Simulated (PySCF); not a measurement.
Input of a run (PBE0-D3(BJ)/def2-SVP geometry optimisation, gas phase, def2 core potentials past Kr (PySCF 2.14.0)), started from a GFN2-xTB structure with every atom displaced at random (by about 0.03 Å):
```
{"job": {"xc": "PBE0", "basis": "def2-SVP", "d3": "d3bj", "grid": 1, "maxiter": 30, "shake": 0.03, "kind": "geom"}, "charge": -1, "multiplicity": 1}
In     0.061230    -0.076670     0.012540
H      0.543600    -0.044870     1.278120
H      1.339860    -0.024380     0.036660
H     -0.872340     0.772340    -0.669780
H     -0.997500    -0.736900    -0.719670
```

Output (energies in Eh, forces in Eh/bohr):
```
step   0  E = -192.20176187  max force = 0.290994
step   1  E = -192.30979588  max force = 0.183983
step   2  E = -192.36647348  max force = 0.126298
step   3  E = -192.43200720  max force = 0.081627
step   4  E = -192.48359911  max force = 0.043983
step   5  E = -192.50643751  max force = 0.013912
step   6  E = -192.50845457  max force = 0.005251
step   7  E = -192.50865848  max force = 0.002652
step   8  E = -192.50868588  max force = 0.001027
step   9  E = -192.50869323  max force = 0.000471
step  10  E = -192.50869507  max force = 0.000198
optimisation converged
```

**Question.** Summarise the run.

**Answer.** The energy falls by 192.6 kcal/mol over 11 energy and gradient evaluations, the largest force component goes from 0.2910 to 2.0e-04 Eh/bohr, and the atoms move by 0.652 Å rms after alignment. The bond that changes most is In1–H3 (ends: indium bonded to 4 H; hydrogen on indium), which lengthens by 0.512 Å. Bonds longer at the end by more than 0.005 Å: 4 of 4; shorter: 0. Among the angles that change most is H4–In1–H5, from 63.5° to 109.4°. The energy never rose by more than 1e-6 Eh on the way. The first step brought 35 % of the lowering.

**Question.** What are the final bond lengths?

**Answer.** In1–H2 1.793 Å, In1–H3 1.792 Å, In1–H4 1.793 Å, In1–H5 1.792 Å. Numbering counts from 1 in the input's order; the species is `[H][In-]([H])([H])[H]` ([InH4]-).

The run used 46 basis functions and 64 SCF cycles in all.

Not checked by PBE0-D3(BJ)/def2-SVP frequencies.
